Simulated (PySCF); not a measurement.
# SMILES C1=C([N+]#[C-])N(C)C(Br)=C1, C$_{6}$H$_{5}$BrN$_{2}$

Geometry:
```tsv
atom	x (Å)	y (Å)	z (Å)
C1	-1.441	-4.056	-0.009
N2	-0.601	-3.230	-0.058
C3	0.373	-2.287	-0.114
C4	1.745	-2.433	-0.214
C5	2.296	-1.132	-0.234
C6	1.236	-0.251	-0.146
Br7	1.257	1.606	-0.120
N8	0.060	-0.945	-0.072
C9	-1.264	-0.383	0.032
H10	2.274	-3.381	-0.266
H11	3.345	-0.857	-0.306
H12	-1.991	-1.202	0.072
H13	-1.485	0.251	-0.839
H14	-1.357	0.224	0.944
```

Theory: TDDFT CAM-B3LYP/aug-cc-pVDZ excited states, vertical, gas phase in PySCF 2.14.0. Geometry: PBE0-D3(BJ)/def2-SVP.

The calculation is non-relativistic, which matters for the atoms heavier than Zn.

Q: Give the one- and two-photon strengths of the lowest singlets.

A: δ for parallel linear polarisation; σ at the peak of a Lorentzian of half width 0.1 eV, single beam; Ω is circular over linear.
| state | E (eV) | f | photon λ (nm) | δ (au) | σ (GM) | Ω | main |
| --- | --- | --- | --- | --- | --- | --- | --- |
| S1 | 5.13 | 0.001 | 483 | 9.2 | 0.09 | 1.50 | HOMO→LUMO+3 0.44, HOMO→LUMO+1 0.17 |
| S2 | 5.22 | 0.414 | 475 | 540 | 5.39 | 0.78 | HOMO→LUMO 0.94 |
| S3 | 5.55 | 0.002 | 447 | 3.05 | 0.03 | 1.50 | HOMO→LUMO+1 0.56, HOMO→LUMO+2 0.26 |
| S4 | 5.58 | 0.000 | 444 | 1.97 | 0.02 | 1.50 | HOMO→LUMO+6 0.30, HOMO→LUMO+2 0.14 |
| S5 | 6.06 | 0.011 | 409 | 378 | 5.08 | 0.94 | HOMO−1→LUMO 0.50, HOMO→LUMO+8 0.39 |
| S6 | 6.25 | 0.000 | 396 | 4.79 | 0.07 | 1.50 | HOMO→LUMO+2 0.40, HOMO→LUMO+6 0.34 |

Among these, the strongest one-photon state is S2, the strongest two-photon state S2, with a dipole change of 3.8 D (relaxed, norm of the difference vector).
